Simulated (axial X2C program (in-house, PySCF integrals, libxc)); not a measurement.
## Low determinants of GaN⁻ at the PBE0 level, scalar-relativistic

Calculated with an in-house all-electron X2C program for linear molecules (integrals from PySCF). Spin-free means the one-electron spin-free X2C Hamiltonian. Basis: Ga dyall-acv3z [10s10p8d5f1g], N dyall-av3z [7s7p3d2f] (cores contracted in-house); Gaussian nuclei, density fitting, unrestricted open shells. Masses: Ga 68.926 u, N 14.003 u.

Search at 1.770 Å (vertical energies from the lowest determinant):

```csv
ΔE (eV),state,electrons beyond evenly filled partner blocks,"electrons in σ, π, δ, φ"
0.00,"M_S = 1/2, Λ = 0",σα,19 16 4 0
0.06,"M_S = 1/2, Λ = 1","π+α, π+β, π-α",20 15 4 0
1.83,"M_S = 3/2, Λ = 2","σα, 2 × π+α, π+β, π-α",19 16 4 0
1.83,"M_S = 3/2, Λ = 0","σα, π+α, π+β, 2 × π-α",19 16 4 0
1.96,"M_S = 3/2, Λ = 1","2 × π+α, π-α",20 15 4 0
2.02,"M_S = 1/2, Λ = 2","σα, π+α, 2 × π+β, π-α",19 16 4 0
2.09,"M_S = 3/2, Λ = 1","2 × σα, π+α, π+β, π-α",20 15 4 0
```

Lowest determinant, M_S = 1/2, Λ = 0 (beyond evenly filled blocks: σα): Re = 1.738 Å, ωe = 773.2 cm⁻¹.

The determinant in row 2 of the search, M_S = 1/2, Λ = 1 (beyond evenly filled blocks: π+α, π+β, π-α), was followed along the bond at PBE0; measured from the minimum of the lowest determinant it gives:

Te = 0.049 eV (392 cm⁻¹), Re = 1.819 Å, ωe = 691.8 cm⁻¹.

Task: Compare the bond of the determinant in row 2 with that of the lowest one.

Result: At PBE0 its Re is 0.081 Å longer and its force constant, which goes as ωe², is 0.80 times that of the lowest determinant. This determinant mixes spin states, so it has no term energy of its own.

The search compares states at one distance, so a state with another bond length can lie lower; it is not exhaustive and yields mostly the lowest determinant of each block pattern, so other components and higher states of one pattern are missing. These are energies of single determinants, not of spin-adapted states; PBE0 term energies can be off by some tenths of an eV, and the functional has no current term. The lowest determinant need not be the ground state where others lie within half an eV. For an anion, determinants above electron detachment are held by the basis set. The highest occupied level of some functionals is positive through self-interaction error; at Hartree–Fock it is bound. Row 1 is spin-contaminated (⟨S²⟩ = 0.79 against 0.75), so its values are not those of a pure state. Row 2 is spin-contaminated (⟨S²⟩ = 0.82 against 0.75), so its values are not those of a pure state. Row 2 has a positive highest level at its minimum.
